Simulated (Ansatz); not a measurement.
Ge3O4⁺. Charge 1, multiplicity 2. Geometry r2SCAN-D4/def2-SVP; atoms count from 1.

```xyz
7

Ge   -0.4708    0.3728    1.6555
Ge    0.5826   -1.8686   -3.0153
Ge    0.4461    0.8703   -0.7353
O    -1.0411    0.0568    3.1396
O     1.1531    0.3182    0.8278
O    -1.1791    0.8468    0.0436
O     0.5092   -0.5963   -1.9158
```

Another isomer (doublet) lies 1.15 eV lower at PBE0-D4/def2-TZVP; other spin states weren't run for this one.

(1) Estimate the Mulliken populations from the PBE0/def2-TZVP orbitals of Ansatz.

(2) Where does the spin sit?

(3) And the Mayer bond orders between bonded heavy atoms (over 0.3)?

Results:

(1) 
| atom | charge (e) | spin (α − β) |
| --- | --- | --- |
| Ge1 | 1.00 | -0.02 |
| Ge2 | 0.94 | 0.04 |
| Ge3 | 0.85 | 0.69 |
| O4 | -0.43 | 0.05 |
| O5 | -0.45 | 0.10 |
| O6 | -0.46 | 0.10 |
| O7 | -0.46 | 0.04 |
Mulliken values and Mayer orders depend strongly on the basis.

(2) Summed by element: Ge 0.71, O 0.29, of 1 unpaired in all. Largest on single atoms: Ge3 0.69, O5 0.10, O6 0.10.

(3) Ge1–O4 2.06 (1.62 Å); Ge1–O5 0.94 (1.82 Å); Ge1–O6 0.94 (1.82 Å); Ge2–O7 1.45 (1.68 Å); Ge3–O5 1.03 (1.80 Å); Ge3–O6 1.03 (1.80 Å); Ge3–O7 0.61 (1.88 Å).
